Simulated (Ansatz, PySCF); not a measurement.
Ligands exchanged one at a time, B SiH3-SH. All species are isolated molecules in the gas phase. One relaxed conformer stands for each flexible species; it need not be the lowest. Strings in code marks are SMILES.

Quantity: vertical ionisation energy (energy after one electron is removed minus that of the parent at the parent's geometry), in eV.

Level 1: TPSSh-D3(BJ)/def2-TZVP // B3LYP-D3(BJ)/def2-TZVP (PySCF)
Level 2: minus the HOMO energy of PBE-D3(BJ)/def2-TZVP // B3LYP-D3(BJ)/def2-TZVP (PySCF)
Level 3: minus the HOMO energy of SVWN5/6-31G* // B3LYP-D3(BJ)/def2-TZVP (PySCF)
Level 4: HF/cc-pVTZ // B3LYP-D3(BJ)/def2-TZVP (Ansatz, a program for electronic structure)

```
species                                   level 1  level 2  level 3  level 4
----------------------------------------  -------  -------  -------  -------
`[SiH3]B([SiH3])S` (Si–B–S–H torsion 1°)     9.49        ?     6.64        ?
`SB(S)S`                                        ?     6.36     6.35     8.96
`[SiH3]B([SiH3])[SiH3]`                      9.58     6.84     6.77     9.25
```

What belongs in the gaps?


- `[SiH3]B([SiH3])S` (Si–B–S–H torsion 1°), level 2: 6.68
- `[SiH3]B([SiH3])S` (Si–B–S–H torsion 1°), level 4: 9.16
- `SB(S)S`, level 1: 9.38
